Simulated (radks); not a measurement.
Q: All-electron atom: Ge3.25+ in [Ar] 3d10 4s(up 0.75, down 0) (fractional occupations, a model configuration). Calculated with a radial shooting solver on a logarithmic mesh with Libxc functionals: scalar-relativistic Kohn-Sham, BLYP, spin-polarised, spherical densities, finite nucleus; Fermi nuclear charge, rms radius 4.0742 fm. Some entries of the table are withheld. Estimate them.

orbital  occ.  eigenvalue (hartree)  <1/r> (bohr^-1)  <r^2> (bohr^2)
1s up       1             -404.3299            32.38        0.002973
1s down     1             -404.3274            32.38        0.002973
2s up       1             -51.80893            7.106         0.05204
2s down     1             -51.80773            7.106         0.05204
2p up       3             -45.46074            6.969         0.04134
2p down     3             -45.45934            6.969         0.04134
3s up       1              -7.56786            2.284          0.4494
3s down     1              -7.56454            2.285          0.4489
3p up       3              -5.62827              (1)          0.4920
3p down     3              -5.62425              (2)          0.4909
3d up       5              -2.45282            1.794          0.6674
3d down     5              -2.44563            1.799          0.6599
4s up    0.75              -1.62148           0.7213           3.752
4s down     0              -1.58583           0.7193           3.789

A: 
(1) 3p up <1/r> (bohr^-1): 2.131
(2) 3p down <1/r> (bohr^-1): 2.133
